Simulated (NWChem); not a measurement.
## Basis-set convergence for O2Zr

```xyz
3

Zr     0.0000     0.0000     0.3039
O     -1.4287     0.0000    -0.7597
O      1.4287     0.0000    -0.7597
```
Charge 0, spin multiplicity 1.

The numbers come from NWChem runs, not from measurements. Structure: optimised with PBE/def2-SVP with def2 effective core potentials on Zr, a minimum by its harmonic frequencies.

Quantity: vertical ionisation energy at the level ΔPBE0 (Δ: difference of total energies, the cation a doublet at the parent's geometry with its hole in an orbital of symmetry b1 (C2v labels); it is the state that the SCF runs reached, from PBE0 orbitals for Hartree-Fock references, and need not be the lowest).

Effective core potentials replace the inner electrons of Zr; spin-orbit coupling is left out. The structure started from a generated list of species. No SCF solution was tested for a lower state.

Relative cost: rough, from shared machines, SCF included, def2-SVP = 1.

```
basis       functions  vertical ionisation energy (eV)  relative cost
----------  ---------  -------------------------------  -------------
def2-SVP           59                                …              1
def2-SVPD          80                                …        under 3
def2-TZVP         102                             8.96        under 3
def2-TZVPP        118                             8.97        under 3
def2-TZVPD        120                             8.99        under 3
def2-QZVP         186                             8.98              8
```

### Question
Fill in the missing entries.

### Answer

- def2-SVP, vertical ionisation energy (eV): 8.92
- def2-SVPD, vertical ionisation energy (eV): 9.09
